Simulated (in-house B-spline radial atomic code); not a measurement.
Checks on a self-consistent run for Er⁺, [Kr] 4d10 (4f5/2)4 (4f7/2)8 5s2 (5p1/2)1 (5p3/2)4 6s1 (9p3/2)1. Level of theory: Dirac-Hartree-Fock, average of the jj configuration, Fermi nucleus of rms radius 5.2516 fm; calculated with an all-electron radial atomic-structure program (B-spline basis).

```
orbital  q       ε (Eh)      <1/r>         <r²>  small-component weight
  1s1/2  2  -2125.96612    77.5401  0.000567814                0.064778
  2s1/2  2   -362.32130    18.6665   0.00876373                 0.01449
  2p1/2  2   -344.30798    18.5965   0.00634468                  0.0145
  2p3/2  4   -310.53465    16.1438   0.00755808                0.013319
  3s1/2  2    -83.70709    6.84827    0.0576005               0.0046921
  3p1/2  2    -75.79629    6.75085    0.0534624                0.004619
  3p3/2  4    -68.60382     6.1275    0.0602194               0.0042909
  3d3/2  4    -55.26209    5.99726    0.0475256               0.0041511
  3d5/2  6    -53.74890    5.84149    0.0494887               0.0040524
  4s1/2  2    -18.03970    2.83458       0.2923               0.0014721
  4p1/2  2    -14.78199    2.71908     0.307193               0.0013846
  4p3/2  4    -13.22062    2.51949     0.342498               0.0012781
  4d3/2  4     -7.81786    2.29032     0.389519               0.0010908
  4d5/2  6     -7.65443    2.23753      0.40562               0.0010584
  4f5/2  4     -1.19437     1.7005     0.762886              0.00065774
  4f7/2  8     -1.19428    1.67655     0.787137              0.00064291
  5s1/2  2     -2.95007    1.04542      1.79499              0.00028426
  5p1/2  1     -2.03259   0.931005      2.23466              0.00023119
  5p3/2  4     -1.79308    0.86032      2.55426              0.00020222
  6s1/2  1     -0.65047   0.374787       12.366              4.2664e-05
  9p3/2  1     -0.06335  0.0578644      607.743              2.4856e-06
```

Electron-electron repulsion V_ee = 4820.3999 hartree.

Task: What total energy follows from the eigenvalues?

Result: The eigenvalues count the repulsion twice, so E = Σqε - V_ee = -8270.168 - 4820.400 = -13090.568 hartree; the run printed -13090.568.

Task: Does the Dirac virial theorem hold?

Result: For a point nucleus E = -2c²Σq·w, with w the small-component weight. Here Σq·w = 0.34848 and c = 137.0360, so the ratio E/(-2c²Σq·w) is 1.000176; the finite nucleus accounts for the departure from 1.

Task: What diamagnetic shielding (Lamb formula) and susceptibility (Langevin formula) do the radii give?

Result: σ = (α²/3)Σq<1/r> = 475.809/(3·137.036²) = 8445.8 ppm, and χ = -0.79199×10⁻⁶·Σq<r²> = -517.2×10⁻⁶ cm³/mol with Σq<r²> = 653.07 bohr². Both are non-relativistic formulas without the paramagnetism of open shells; for so heavy an element the full relativistic shielding is larger by tens of per cent.
